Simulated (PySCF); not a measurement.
Partial charges of `[SiH3]N[SiH2][SiH2]N([SiH3])[SiH2]Cl`

Species: ClH₁₃N₂Si₅.
Structure used (GFN2-xTB), in Å, numbered top down from 1:
```
atom  x, y, z in Å
Si1    3.7613   -0.0734    0.4265
N2     2.7214   -0.2213   -0.9513
Si3    1.0197   -0.5685   -1.0521
Si4   -0.0698    0.7214    0.5039
N5    -1.7948    0.4171    0.3251
Si6   -2.7018    1.2017   -0.9459
Si7   -2.5332   -0.7453    1.3639
Cl8   -4.1945   -1.4319    0.4781
H9     4.0531   -1.3737    1.0436
H10    3.0727    0.7914    1.3823
H11    5.0032    0.5157   -0.0770
H12    3.2207   -0.4138   -1.8052
H13    0.6957   -0.2917   -2.4647
H14    0.8052   -2.0260   -0.8923
H15    0.1985    0.4149    1.9203
H16    0.0692    2.1816    0.3983
H17   -3.9684    1.6769   -0.3938
H18   -2.9183    0.2480   -2.0350
H19   -1.8837    2.3213   -1.4043
H20   -2.9274   -0.1350    2.6313
H21   -1.6377   -1.8834    1.5477
```

Density: PBE0/pcSseg-1 (PySCF); schemes: Mulliken, IAO, Hirshfeld and ESP-fitted. The structure is a single GFN2-xTB conformer in the gas phase; no vibrational or solvent corrections.

Task: What partial charge does each atom carry?

Result: In e:

```tsv
atom	environment	Mulliken	IAO	Hirshfeld	ESP-fitted
Si1	SiH3 silicon	+0.626	+0.752	+0.352	+0.538
N2	nitrogen bridging silicon atoms	-0.832	-0.939	-0.335	-0.795
Si3	SiH2 silicon	+0.528	+0.584	+0.281	+0.415
Si4	SiH2 silicon	+0.379	+0.575	+0.280	+0.226
N5	nitrogen bridging silicon atoms	-1.092	-1.048	-0.354	-0.428
Si6	SiH3 silicon	+0.632	+0.731	+0.330	+0.476
Si7	chlorine-bound silicon	+0.820	+0.926	+0.364	+0.370
Cl8	silicon-bound chlorine	-0.314	-0.304	-0.093	-0.170
H9	Si–H hydrogen	-0.105	-0.154	-0.088	-0.118
H10	Si–H hydrogen	-0.104	-0.138	-0.076	-0.101
H11	Si–H hydrogen	-0.105	-0.126	-0.077	-0.111
H12	N–H hydrogen	+0.222	+0.268	+0.117	+0.385
H13	Si–H hydrogen	-0.078	-0.110	-0.076	-0.094
H14	Si–H hydrogen	-0.078	-0.135	-0.087	-0.097
H15	Si–H hydrogen	-0.047	-0.110	-0.074	-0.040
H16	Si–H hydrogen	-0.030	-0.102	-0.070	-0.044
H17	Si–H hydrogen	-0.081	-0.124	-0.079	-0.092
H18	Si–H hydrogen	-0.072	-0.135	-0.084	-0.107
H19	Si–H hydrogen	-0.099	-0.126	-0.075	-0.102
H20	Si–H hydrogen	-0.077	-0.145	-0.078	-0.054
H21	Si–H hydrogen	-0.090	-0.141	-0.078	-0.057
```

Mean size of the charges over all atoms: IAO 0.365 e, Mulliken 0.305 e, ESP-fitted 0.230 e, Hirshfeld 0.164 e. Each set sums to the total charge, 0, to within 0.001 e. The IAO scheme counts the electrons in orthogonalised intrinsic atomic orbitals, a minimal basis polarised so that it spans the occupied orbitals exactly. The Mulliken scheme counts on each atom the diagonal of the density matrix times the overlap matrix over that atom's basis functions.

Lowest charge. The schemes don't all agree: Mulliken N5 (-1.092); IAO N5 (-1.048); Hirshfeld N5 (-0.354); ESP-fitted N2 (-0.795).

Highest charge. The schemes don't all agree: Mulliken Si7 (+0.820); IAO Si7 (+0.926); Hirshfeld Si7 (+0.364); ESP-fitted Si1 (+0.538).

Task: How closely do the schemes follow one another over all atoms?

Result: Correlation coefficient and root-mean-square difference: Mulliken with IAO 0.99, 0.077 e; IAO with Hirshfeld 0.99, 0.290 e; Mulliken with Hirshfeld 0.96, 0.249 e; IAO with ESP-fitted 0.94, 0.222 e; Hirshfeld with ESP-fitted 0.94, 0.134 e; Mulliken with ESP-fitted 0.93, 0.191 e.

Task: How many electrons does the Mulliken scheme count on Si1?

Result: Z − q = 14 − (+0.626) = 13.374.
